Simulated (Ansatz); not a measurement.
Z-matrix (Å, degrees):
```
C
N 1 1.443
H 1 1.089 2 110.3
H 1 1.096 2 110.8 3 -120.2
H 1 1.096 2 110.8 3 120.2
C 2 1.443 1 114.7 3 -180.0
B 2 1.392 1 122.6 3 0.0
H 6 1.089 2 110.3 1 180.0
H 6 1.096 2 110.8 1 -59.8
H 6 1.096 2 110.8 1 59.8
F 7 1.333 2 121.6 1 -180.0
F 7 1.333 2 121.6 1 0.0
```

The species carries charge 0 and has multiplicity 1.

List the B3LYP/def2-TZVPP orbital energies in eV (Ansatz). (Estimate.)

Computed: Occupied: -671.55, -671.55, -389.94, -277.74, -277.74, -185.87, -33.26, -32.49, -25.38, -19.84, -18.07, -15.29, -14.43, -14.36, -13.38, -12.62, -12.53, -11.82, -11.62, -11.21, -11.11, -10.65, -10.47, -7.15. Lowest empty: 0.49, 1.36, 1.57, 1.75, 2.37, 2.80, 3.21, 3.44.

B3LYP here is the variant with VWN-RPA as its local correlation; programs differ in this.
